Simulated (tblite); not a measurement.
Compound: H7SSeSi4 (doublet state).
SMILES with atom numbers: `[SH:1][Si@H:2]1[SiH2:3][SiH:4][SiH2:5][Se:6]1` (hydrogens: H7 on S1; H8 on Si2; H9, H10 on Si3; H11 on Si4; H12, H13 on Si5)

Computed with GFN2-xTB (tblite), gas phase: L-BFGS steps from a force-field or distance-geometry start until the largest atomic force falls under 0.01 eV/Å.

The end geometry, which sets the zero of energy:
```
atom  x, y, z in Å
S1      2.6068   -1.2385   -0.3096
Si2     1.4944    0.6253   -0.3614
Si3    -0.2605    0.2807   -1.8745
Si4    -1.8573   -0.6312   -0.4578
Si5    -1.3655   -0.2385    1.7768
Se6     0.6100    1.0229    1.7456
H7      3.0252   -1.1244    0.9392
H8      2.5029    1.6765   -0.4330
H9     -0.4841    1.5494   -2.5865
H10     0.1707   -0.6657   -2.9100
H11    -3.2849   -0.3867   -0.7392
H12    -0.9907   -1.4506    2.5111
H13    -2.1714    0.5812    2.6816
```

Question: These geometries come from the run, each turned onto the end geometry. Order them by energy, lowest first.
A.
```
atom  x, y, z in Å
S1      2.8364   -1.1074   -0.5511
Si2     1.4984    0.5798   -0.3024
Si3    -0.2410    0.2035   -1.8184
Si4    -1.9075   -0.6271   -0.4336
Si5    -1.5052   -0.1963    1.8073
Se6     0.6873    0.6392    1.8684
H7      3.4260   -1.0054    0.6275
H8      2.3670    1.7513   -0.3019
H9     -0.4601    1.4551   -2.5608
H10     0.2065   -0.7704   -2.8210
H11    -3.3081   -0.3237   -0.7852
H12    -1.4182   -1.4089    2.6258
H13    -2.1859    0.8107    2.6277
```
B.
```
atom  x, y, z in Å
S1      3.3109   -0.5876   -0.5087
Si2     1.4658    0.5354   -0.3010
Si3    -0.2573   -0.0431   -1.8047
Si4    -2.1587   -0.1146   -0.4706
Si5    -1.5573   -0.3188    1.7542
Se6     0.7161    0.2762    1.8730
H7      3.6027   -0.6674    0.7815
H8      1.9092    1.9243   -0.3278
H9     -0.2244    0.8548   -2.9641
H10    -0.0421   -1.3815   -2.3771
H11    -3.1933    0.9191   -0.6741
H12    -1.4733   -1.7499    2.0661
H13    -2.1025    0.3536    2.9355
```
C.
```
atom  x, y, z in Å
S1      3.1206   -0.6806   -0.4146
Si2     1.3343    0.5315   -0.3002
Si3    -0.3493   -0.2050   -1.7683
Si4    -2.2039    0.3432   -0.4700
Si5    -1.6113   -0.4881    1.6393
Se6     0.5061    0.4753    1.8903
H7      3.6868   -0.1518    0.6563
H8      1.8246    1.9054   -0.3319
H9     -0.0751    0.2977   -3.1134
H10    -0.3171   -1.6679   -1.8630
H11    -2.3636    1.8144   -0.3963
H12    -1.3489   -1.9253    1.5015
H13    -2.2076   -0.2485    2.9526
```
D.
```
atom  x, y, z in Å
S1      3.1004   -0.8078   -0.6777
Si2     1.4938    0.5874   -0.2784
Si3    -0.2262    0.1587   -1.8118
Si4    -1.9246   -0.6099   -0.4344
Si5    -1.5045   -0.1821    1.8002
Se6     0.7984    0.2347    1.9024
H7      3.3312   -1.1277    0.5836
H8      2.1285    1.8989   -0.1947
H9     -0.4177    1.3785   -2.6111
H10     0.1968   -0.8720   -2.7688
H11    -3.3253   -0.2865   -0.7610
H12    -1.6334   -1.3405    2.6867
H13    -2.0218    0.9687    2.5472
```
E.
```
atom  x, y, z in Å
S1      3.0493   -0.7516   -0.3432
Si2     1.3261    0.5542   -0.2519
Si3    -0.3180   -0.2257   -1.6070
Si4    -2.1416    0.4365   -0.4264
Si5    -1.5567   -0.5030    1.5635
Se6     0.4632    0.5244    1.8836
H7      3.9464   -0.3703    0.6113
H8      1.6824    1.9215   -0.6002
H9     -0.2785    0.3640   -2.9228
H10    -0.3384   -1.6836   -1.5833
H11    -2.0032    1.8883   -0.2452
H12    -1.3170   -1.9186    1.2922
H13    -2.5182   -0.2357    2.6116
```

Answer: A (0.013 eV), D (0.025 eV), B (0.114 eV), C (0.254 eV), E (0.734 eV).

In the order of the answer:

| step | E above end (eV) | largest force (eV/Å) | rms force component (eV/Å) | rms distance from end (Å) | rms bond change (Å) | bond most changed (Å) |
| --- | --- | --- | --- | --- | --- | --- |
| 134 | 0.013 | 0.03 | 0.011 | 0.269 | 0.002 | Si2–Si3 -0.005 |
| 88 | 0.025 | 0.03 | 0.010 | 0.441 | 0.003 | Si4–Si5 -0.008 |
| 48 | 0.114 | 0.11 | 0.046 | 0.731 | 0.006 | Si2–Si3 +0.016 |
| 21 | 0.254 | 0.19 | 0.061 | 1.134 | 0.010 | Si2–Se6 +0.023 |
| 1 | 0.734 | 0.84 | 0.335 | 1.210 | 0.035 | Si2–Si3 -0.074 |

The cost below is that of the whole relaxation. Time: 2.0 s. Hardware: an Arm Neoverse V1 with one thread, shared host with 32 logical CPUs at a one-minute load of 23.
